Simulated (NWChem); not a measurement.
Molecule: C2H3FN2Si; SMILES N#C/N=C\[SiH2]F

```xyz
9

N      0.9580     2.7009    -0.0008
C      0.0292     1.9915    -0.0004
N     -1.1103     1.2777    -0.0001
C     -1.0578    -0.0121     0.0004
Si     0.5133    -1.0967     0.0006
F     -0.0201    -2.6192    -0.0029
H     -2.0366    -0.5035     0.0006
H      1.2916    -0.8362     1.2323
H      1.2951    -0.8316    -1.2279
```
Atoms are numbered in this order, from 1.

Level: B3LYP/6-31G* (spherical d) (NWChem), optimised geometry, unscaled harmonic frequencies. 

**Question.** List the harmonic frequencies with IR intensities, and the thermochemistry.

**Answer.** 
```tsv
frequency (cm⁻¹)	IR intensity (km/mol)
53	6.2
95	6.1
200	10.3
266	0.2
351	1.2
469	25.1
625	10.0
662	19.4
732	26.8
738	3.5
874	42.4
923	30.5
924	268.4
965	16.3
979	147.5
1385	15.7
1654	16.7
2292	4.9
2295	63.2
2310	124.8
3109	10.7
```

```json
{
 "zero_point_energy": "31.3 kcal/mol",
 "thermal correction to the enthalpy at 298.15 K (with zero-point energy)": "36.1 kcal/mol",
 "heat capacity Cv": "22.2 cal/(mol K)",
 "entropy at 298.15 K and 1 atm (symmetry number 1)": "83.0 cal/(mol K)",
 "dipole_moment": "2.95 D"
}
```

Rigid rotor and harmonic oscillator; modes under 100 cm⁻¹ make the entropy uncertain.
